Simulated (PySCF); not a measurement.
**XPS shifts beside NMR shieldings**

Compound: C₄H₆SSi.
Atom-mapped SMILES: `[CH:1]#[C:2][C@H:3]1[SiH2:4][CH2:5][S:6]1`

Binding energies: PySCF, delta-SCF UKS SCAN, pcX-2 on the ionised atom, pcseg-1 elsewhere, spin-free X2C. Shieldings: GIAO PBE0/pcSseg-1, non-relativistic, same geometry.

```json
{"atom": "C1", "C 1s (eV)": "289.76"}
{"atom": "C2", "C 1s (eV)": "290.49"}
{"atom": "C3", "C 1s (eV)": "291.24"}
{"atom": "C5", "C 1s (eV)": "290.63"}
```

Problem. What are the absolute isotropic shieldings of these atoms?

Solution. 
```csv
atom,environment,C 1s (eV),isotropic shielding (ppm)
C1,terminal alkyne carbon,289.76,105.0
C2,alkyne carbon,290.49,97.2
C5,sp3 carbon bound to sulfur,290.63,173.5
C3,sp3 carbon bound to sulfur,291.24,164.0
```

Problem. Among the listed atoms, is the one with the highest binding energy also the least shielded?

Solution. No. The highest binding energy is at C3 (291.24 eV, shielding 164.0 ppm), the lowest shielding at C2 (97.2 ppm, 290.49 eV).

By binding energy: C1 < C2 < C5 < C3. By shielding: C2 < C1 < C3 < C5.

Spin contamination (⟨S²⟩ against 0.75 for a pure doublet) is marked for C 1s of C2 (0.85), which makes this value less certain. The structure is a single GFN2-xTB conformer in the gas phase; no vibrational or solvent corrections.
